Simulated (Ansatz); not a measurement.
Geometry optimisation, RKS PBE0-D4/def2-SVP (Ansatz 0.2.0).

input.yaml

```yaml
crystal:
  periodic: [false, false, false]
  atoms:
    - { symbol: C, position_ang: [-0.8068, -0.3499, 1.2777] }
    - { symbol: C, position_ang: [0.2376, -0.7216, 0.625] }
    - { symbol: Si, position_ang: [0.4673, -2.5203, 0.3232] }
    - { symbol: O, position_ang: [1.3335, 0.1724, 0.2317] }
    - { symbol: B, position_ang: [1.0693, 1.5401, -0.314] }
    - { symbol: Si, position_ang: [-0.5572, 2.1088, -1.2306] }
    - { symbol: H, position_ang: [-1.5896, -1.0063, 1.5837] }
    - { symbol: H, position_ang: [-0.9553, 0.7542, 1.511] }
    - { symbol: H, position_ang: [1.4318, -2.6906, -0.7462] }
    - { symbol: H, position_ang: [1.0701, -3.1316, 1.5713] }
    - { symbol: H, position_ang: [-0.7956, -3.1614, 0.0406] }
    - { symbol: H, position_ang: [2.0421, 2.2307, -0.4372] }
    - { symbol: H, position_ang: [-0.3481, 3.3705, -1.9734] }
    - { symbol: H, position_ang: [-1.6762, 2.3275, -0.2551] }
    - { symbol: H, position_ang: [-0.9447, 1.0267, -2.1782] }
basis:
  gaussian: { orbitals: def2-SVP }
hamiltonian:
  xc: pbe0
  dispersion: d4
relax:
  f_tol: 0.015
  max_steps: 40
output:
  orbitals: {}
```

Launched with:

```bash
$ ansatz run input.yaml --threads 2 --pin off --max-ram 3072MiB --backend cpu --events-out ev --progress --plain --runs-dir out
```

Question: Where does it end, and by what steps?

Answer: The forces met the threshold. After 12 steps the energy has fallen by 0.969 eV; H10 moved furthest, 1.02 Å.

| step | energy less start (eV) | largest force component (eV/Å) | accepted |
| --- | --- | --- | --- |
| 0 | 0.0000 | 3.925 | yes |
| 1 | -0.5824 | 2.587 | yes |
| 2 | -0.7592 | 1.637 | yes |
| 3 | -0.9020 | 0.259 | yes |
| 4 | -0.9340 | 0.148 | yes |
| 5 | -0.9444 | 0.243 | yes |
| 6 | -0.9526 | 0.193 | yes |
| 7 | -0.9612 | 0.081 | yes |
| 8 | -0.9656 | 0.091 | yes |
| 9 | -0.9672 | 0.073 | yes |
| 10 | -0.9683 | 0.046 | yes |
| 11 | -0.9686 | 0.026 | yes |
| 12 | -0.9687 | 0.011 | yes |

```xyz
15
Properties=species:S:1:pos:R:3
C -1.003 -0.250 1.440
C 0.135 -0.599 0.832
Si 0.511 -2.313 0.137
O 1.168 0.302 0.696
B 1.140 1.403 -0.091
Si -0.432 1.848 -1.315
H -1.809 -0.976 1.561
H -1.153 0.756 1.845
H 0.798 -2.189 -1.323
H 1.711 -2.881 0.818
H -0.676 -3.188 0.362
H 2.131 2.096 -0.018
H 0.008 2.773 -2.407
H -1.526 2.542 -0.560
H -1.024 0.625 -1.948
```

Whether the end is a true minimum wasn't checked by a vibrational analysis.

Time of the run: 63 s on 2 threads of Arm Neoverse V2 (shared host), peak memory 0.39 GiB.
